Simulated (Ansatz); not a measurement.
Abridged output of a molecular run in Ansatz:

```
Functional definition: HF
  name "HF"
  cite "Fock, Z. Phys. 61, 126 (1930) doi:10.1007/BF01340294"
  parent pbe
  exchange = exact_x
  correlation = 0
1634 factors; integrals over basis functions are off by at most 1.1e-3 eV
mean field evaluation 1: about -17905.2624 eV, gradient 5.2e1 eV
mean field evaluation 2: about -17905.5439 eV, gradient 5.2e1 eV
mean field evaluation 4: about -17910.5127 eV, gradient 3.9e0 eV
mean field evaluation 8: about -17910.5827 eV, gradient 3.1e-1 eV
mean field -17910.58309428 eV, -658.2017884856 hartree, gradient 2.3e-6 eV, S^2 0.000000; 0 other end points of the search recorded, 0 dependent functions left out
10 core orbitals not correlated: weight in the atoms' cores, before any rotation towards them, 1.000 or more for the frozen orbitals, at most 0.000 for the correlated occupied ones
reference -17910.58309428 eV, -658.2017884856 hartree; 19, 19 occupied and 238, 238 virtual orbitals, 1634 factors
second order -33.66387355 eV of doubles, -0.00000000 eV of singles
cycle   1  -33.51454761 eV  change    1.5e-1 eV  update   1.2e-1
cycle   2  -34.21274249 eV  change   -7.0e-1 eV  update   3.3e-2
cycle   3  -34.37993601 eV  change   -1.7e-1 eV  update   1.7e-2
cycle   4  -34.36105482 eV  change    1.9e-2 eV  update   3.8e-3
cycle   5  -34.35814904 eV  change    2.9e-3 eV  update   1.8e-3
cycle   6  -34.35962127 eV  change   -1.5e-3 eV  update   6.1e-4
cycle   7  -34.35936197 eV  change    2.6e-4 eV  update   2.3e-4
cycle   8  -34.35918319 eV  change    1.8e-4 eV  update   7.3e-5
cycle   9  -34.35920446 eV  change   -2.1e-5 eV  update   2.9e-5
perturbative correction -1.16781707 eV, -0.0429164856 hartree
Total energy: -17946.11011581 eV, -659.5073824456 hartree
```

Its atoms:

Cartesian coordinates in Å:
```
N -0.491 0.522 1.461
C -0.864 0.430 0.117
F -0.829 1.683 -0.572
Si 0.289 -0.715 -0.843
O 1.776 -0.429 -0.234
F -0.148 -2.227 -0.583
H 0.481 0.759 1.602
H -1.097 1.101 2.024
H -1.906 0.104 0.047
H 0.238 -0.509 -2.306
H 2.551 -0.720 -0.713
```

**Question.** Which basis set was used?
A. def2-SVPD
B. def2-TZVPP
C. def2-SVP
D. def2-TZVPPD

**Answer.** B. It gives 267 functions.

**Question.** Write the keys of the input that set method, charge and spin (a neutral closed shell needs none for the last two).

**Answer.** 
```yaml
correlation: {method: ccsd_t}
```
